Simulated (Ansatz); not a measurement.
Calculated with Ansatz (gas phase, PBE0-D4/def2-TZVP geometries, no zero-point term in ΔE). CBS: MP2 limit from def2 TZ/QZ plus the TZ coupled-cluster correction, frozen cores. This one scheme is used for every species. DFT in def2-TZVPP. B3LYP here is the variant with VWN-RPA as its local correlation; programs differ in this. HSE06 is defined as in plane-wave codes. For Zn outer-core shells are correlated without core-valence functions, which leaves a few kJ/mol of doubt a bond. Scalar relativity is left out up to krypton. Each species was taken in one conformer, which may not be the lowest.

Consider the substitution at a C–C bond: `C=CC[SiH3]` + `[CH3][Zn][NH2]` → `C=C[NH][Zn][CH3]` + `C[SiH3]`.

```tsv
level	ΔE (kcal/mol)	difference from CCSD(T)/CBS
LDA (SPW92)	-4.1	-3.3
PBE-D4	-3.2	-2.4
BLYP-D4	-3.2	-2.4
r2SCAN-D4	-3.6	-2.8
B97M-V	-3.3	-2.5
PBE0-D4	-3.1	-2.3
B3LYP-D4	-3.1	-2.3
r2SCANh-D4	-3.5	-2.7
r2SCAN0-D4	-3.4	-2.6
HSE06-D4	-3.1	-2.3
BHLYP-D4	-3.0	-2.2
CAM-B3LYP-D4	-3.0	-2.2
ωB97X-V	-2.6	-1.8
ωB97M-V	-2.1	-1.3
B2PLYP	-2.6	-1.8
PBE-QIDH	-2.5	-1.7
PBE	-3.4	-2.6
revPBE	-3.3	-2.5
BLYP	-3.4	-2.6
PBE0	-3.2	-2.4
B3LYP	-3.4	-2.6
r2SCANh	-3.6	-2.8
r2SCAN0	-3.4	-2.6
HSE06	-3.3	-2.5
BHLYP	-3.2	-2.4
CAM-B3LYP	-3.1	-2.3
LC-ωPBE	-2.7	-1.9
RPA@PBE/def2-TZVPP	-1.9	-1.1
HF/def2-SVP	-7.5	-6.7
CCSD/def2-SVP	-5.8	-5.0
CCSD(T)/def2-SVP	-6.0	-5.2
HF/def2-TZVPP	-3.3	-2.5
SCS-MP2/def2-TZVPP	-1.2	-0.4
CCSD/def2-TZVPP	-1.4	-0.6
HF/def2-QZVPP	-3.3	-2.5
MP2/def2-QZVPP	-0.7	0.1
SCS-MP2/def2-QZVPP	-0.8	0.0
HF/CBS(def2)	-3.3	-2.5
MP2/CBS(def2)	-0.4	0.4
CCSD/CBS(def2)	-0.8	0.0
CCSD(T)/CBS	-0.8	0
```

Largest T1 diagnostic among the species: 0.014.

In def2-TZVPP, CCSD(T) changes the Hartree–Fock value by +1.8 kcal/mol (the triples alone add −0.1 kcal/mol) and MP2 by +2.2 kcal/mol. Leaving LDA and LC-ωPBE aside and taking each functional with its dispersion term where it has one, the values spread over 1.5 kcal/mol, from r2SCAN-D4 to ωB97M-V.
